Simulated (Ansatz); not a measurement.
Relaxation of C$_{2}$H$_{8}$AlCl (12 atoms, charge 0, multiplicity 1), to a largest force component of 0.03 eV/Å in at most 50 steps.

These are results of Ansatz 0.2.0, RKS PBE0/def2-SVP, not measurements.

```xyz
12
Properties=species:S:1:pos:R:3:forces:R:3
Al -0.213 0.337 0.298 0.24 0.87 0.13
H 2.016 0.602 -1.405 0.72 -2.03 -1.32
C 0.628 -0.946 1.487 0.03 -0.06 0.05
C -1.520 0.030 -1.103 -0.07 -0.02 -0.06
H 1.803 1.160 -1.030 -0.68 1.94 1.26
Cl 0.270 2.448 0.684 -0.27 -0.74 -0.05
H 1.719 -0.796 1.527 0.01 0.01 0.00
H 0.259 -0.803 2.518 -0.01 -0.01 -0.01
H 0.435 -1.994 1.206 -0.01 0.03 0.00
H -1.741 -1.036 -1.273 0.02 0.01 0.02
H -2.469 0.534 -0.850 0.00 -0.01 0.00
H -1.188 0.465 -2.060 0.02 0.01 0.00
```

**Question.** Where does it end, and by what steps?

**Answer.** It converged. The force dipped under the threshold on the way, but the program's further checks kept it going. After 19 steps the energy has fallen by 0.157 eV; H2 moved furthest, 0.69 Å.

```json
{"step": "0", "energy less start (eV)": "0.0000", "largest force component (eV/Å)": "2.032", "accepted": "yes"}
{"step": "1", "energy less start (eV)": "-0.0545", "largest force component (eV/Å)": "1.705", "accepted": "yes"}
{"step": "2", "energy less start (eV)": "-0.0602", "largest force component (eV/Å)": "1.326", "accepted": "yes"}
{"step": "3", "energy less start (eV)": "-0.1270", "largest force component (eV/Å)": "0.111", "accepted": "yes"}
{"step": "4", "energy less start (eV)": "-0.1258", "largest force component (eV/Å)": "0.149", "accepted": "no"}
{"step": "5", "energy less start (eV)": "-0.1278", "largest force component (eV/Å)": "0.047", "accepted": "yes"}
{"step": "6", "energy less start (eV)": "-0.1340", "largest force component (eV/Å)": "0.058", "accepted": "yes"}
{"step": "7", "energy less start (eV)": "-0.1428", "largest force component (eV/Å)": "0.074", "accepted": "yes"}
{"step": "8", "energy less start (eV)": "-0.1433", "largest force component (eV/Å)": "0.150", "accepted": "yes"}
{"step": "9", "energy less start (eV)": "-0.1460", "largest force component (eV/Å)": "0.052", "accepted": "yes"}
{"step": "10", "energy less start (eV)": "-0.1510", "largest force component (eV/Å)": "0.050", "accepted": "yes"}
{"step": "11", "energy less start (eV)": "-0.1538", "largest force component (eV/Å)": "0.046", "accepted": "yes"}
{"step": "12", "energy less start (eV)": "-0.1532", "largest force component (eV/Å)": "0.189", "accepted": "no"}
{"step": "13", "energy less start (eV)": "-0.1432", "largest force component (eV/Å)": "0.272", "accepted": "no"}
{"step": "14", "energy less start (eV)": "-0.1548", "largest force component (eV/Å)": "0.022", "accepted": "yes"}
{"step": "15", "energy less start (eV)": "-0.1556", "largest force component (eV/Å)": "0.082", "accepted": "yes"}
{"step": "16", "energy less start (eV)": "-0.1562", "largest force component (eV/Å)": "0.035", "accepted": "yes"}
{"step": "17", "energy less start (eV)": "-0.1565", "largest force component (eV/Å)": "0.004", "accepted": "yes"}
{"step": "18", "energy less start (eV)": "-0.1567", "largest force component (eV/Å)": "0.013", "accepted": "yes"}
{"step": "19", "energy less start (eV)": "-0.1567", "largest force component (eV/Å)": "0.027", "accepted": "yes"}
```

```xyz
12
Properties=species:S:1:pos:R:3
Al -0.101 0.486 0.265
H 1.608 0.062 -1.294
C 0.663 -0.837 1.475
C -1.446 0.126 -1.099
H 1.729 0.797 -1.118
Cl 0.335 2.536 0.674
H 1.644 -0.525 1.867
H 0.002 -0.982 2.346
H 0.779 -1.823 0.996
H -1.324 -0.871 -1.554
H -2.456 0.152 -0.653
H -1.434 0.878 -1.905
```

Time of the run: 52 s on 2 threads of Arm Neoverse V1 (shared host), peak memory 0.22 GiB.
